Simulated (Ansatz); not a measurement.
Start from `[OH][In]([OH])[F]` and change one atom or group to get `[OH][In]([F])[Br]`.

Ansatz, PBE0-D4/def2-TZVP geometries, multiplicity 1. Each molecule was computed in one conformer, which needn't be the lowest.

Elements past krypton have def2 core potentials. Scalar relativity is left out up to krypton.

```
                            property  `[OH][In]([OH])[F]`
 HOMO–LUMO gap (PBE/def2-TZVPP) / eV                 4.09
   LUMO energy (PBE/def2-TZVPP) / eV                -3.26
HOMO–LUMO gap (PBE0/def2-TZVPP) / eV                 6.73
  LUMO energy (PBE0/def2-TZVPP) / eV                -2.33
  HOMO energy (PBE0/def2-TZVPP) / eV                -9.07
   HOMO energy (PBE/def2-TZVPP) / eV                -7.35
```

Question: What does the change do to each property? (An estimate is asked.)

Answer: Ansatz gave: 
```tsv
property	`[OH][In]([F])[Br]`	shift
HOMO–LUMO gap (PBE/def2-TZVPP) / eV	4.00	-0.09
LUMO energy (PBE/def2-TZVPP) / eV	-3.60	-0.34
HOMO–LUMO gap (PBE0/def2-TZVPP) / eV	6.23	-0.50
LUMO energy (PBE0/def2-TZVPP) / eV	-2.71	-0.38
HOMO energy (PBE0/def2-TZVPP) / eV	-8.94	0.13
HOMO energy (PBE/def2-TZVPP) / eV	-7.60	-0.25
```

With PBE0 the HOMO rises by 0.13 eV and the LUMO falls by 0.38 eV, so the gap narrows by about 0.51 eV. PBE moves the HOMO by -0.25 eV and ωB97M-V by 0.37 eV. The zero-point energy changes by -32.3 kJ/mol with -3 modes.

Spin–orbit coupling is left out; it splits and shifts lone-pair levels of the heavy atoms by tenths of an eV.
